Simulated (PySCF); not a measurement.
Species: C3H11NSi2.
Atom-mapped SMILES: `[CH2:1]=[CH:2][CH2:3][Si@H:4]([NH2:5])[SiH3:6]` (hydrogens: H7, H8 on C1; H9 on C2; H10, H11 on C3; H12 on Si4; H13, H14 on N5; H15, H16, H17 on Si6)

The same species was optimised twice, with GFN2-xTB and with PBE0-D3(BJ)/def2-SVP (PySCF), and the same property calculations (PySCF, gas phase) were run on both structures.

| coordinate | GFN2-xTB | PBE0-D3(BJ)/def2-SVP | change |
| --- | --- | --- | --- |
| Si4–Si6 (Å) | 2.307 | 2.346 | +0.039 |
| C3–Si4 (Å) | 1.917 | 1.898 | -0.019 |
| C1=C2 (Å) | 1.322 | 1.335 | +0.013 |
| C2–C3 (Å) | 1.482 | 1.491 | +0.009 |
| Si4–N5 (Å) | 1.725 | 1.731 | +0.006 |
| C3–Si4–N5 (°) | 104.2 | 108.0 | +3.8 |
| C2–C3–Si4 (°) | 111.0 | 113.5 | +2.5 |
| C3–Si4–Si6 (°) | 113.8 | 111.8 | -2.0 |
| C1–C2–C3 (°) | 124.8 | 125.6 | +0.8 |
| N5–Si4–Si6 (°) | 107.7 | 107.0 | -0.7 |
| C1–C2–C3–Si4 (°) | -108 | -110 | -2 |
| C2–C3–Si4–N5 (°) | 53 | 53 | 0 |

Rotational constants: A = 3225, B = 1292, C = 1148 MHz (GFN2-xTB) against A = 3087, B = 1277, C = 1115 MHz (PBE0-D3(BJ)/def2-SVP). Point groups within 0.08 Å: C1 and C1.

On the GFN2-xTB structure: HOMO (eV) -7.00 [PBE0/pcSseg-1]; LUMO (eV) -0.13 [PBE0/pcSseg-1]; dipole (D) 1.29 [PBE0/pcSseg-1]; GIAO shielding of C1 (ppm) 67.7 [PBE0/pcSseg-1]; GIAO shielding of C2 (ppm) 43.4 [PBE0/pcSseg-1]; GIAO shielding of C3 (ppm) 159.9 [PBE0/pcSseg-1]; GIAO shielding of Si4 (ppm) 384.3 [PBE0/pcSseg-1]; GIAO shielding of N5 (ppm) 258.2 [PBE0/pcSseg-1]; GIAO shielding of Si6 (ppm) 469.8 [PBE0/pcSseg-1].

**Question.** What do these properties become on the PBE0-D3(BJ)/def2-SVP structure?

**Answer.** 
```csv
property,level,on GFN2-xTB,on PBE0-D3(BJ)/def2-SVP,change
HOMO (eV),PBE0/pcSseg-1,-7.00,-7.05,-0.05
LUMO (eV),PBE0/pcSseg-1,-0.13,0.23,+0.36
dipole (D),PBE0/pcSseg-1,1.29,1.44,+0.15
"energy, GFN2-xTB geometry as zero (kcal/mol)",PBE0/pcSseg-1,0.0,-3.2,-3.2
GIAO shielding of C1 (ppm),PBE0/pcSseg-1,67.7,63.3,-4.4
GIAO shielding of C2 (ppm),PBE0/pcSseg-1,43.4,41.0,-2.4
GIAO shielding of C3 (ppm),PBE0/pcSseg-1,159.9,160.0,+0.1
GIAO shielding of Si4 (ppm),PBE0/pcSseg-1,384.3,380.9,-3.4
GIAO shielding of N5 (ppm),PBE0/pcSseg-1,258.2,257.7,-0.5
GIAO shielding of Si6 (ppm),PBE0/pcSseg-1,469.8,463.6,-6.2
```

The heavy atoms differ by 0.067 Å rms after alignment. Among the bonds compared Si4–Si6 changes most (+0.039 Å). Changes are differences of the printed values. Neither structure is proved a minimum here.

The values belong to the conformer `[CH2:1]=[CH:2][CH2:3][Si@H:4]([NH2:5])[SiH3:6]`: C1–C2–C3–Si4 -110°, C2–C3–Si4–N5 53°, H–N5–Si4–C3 40°, H–N5–Si4–C3 -171°.
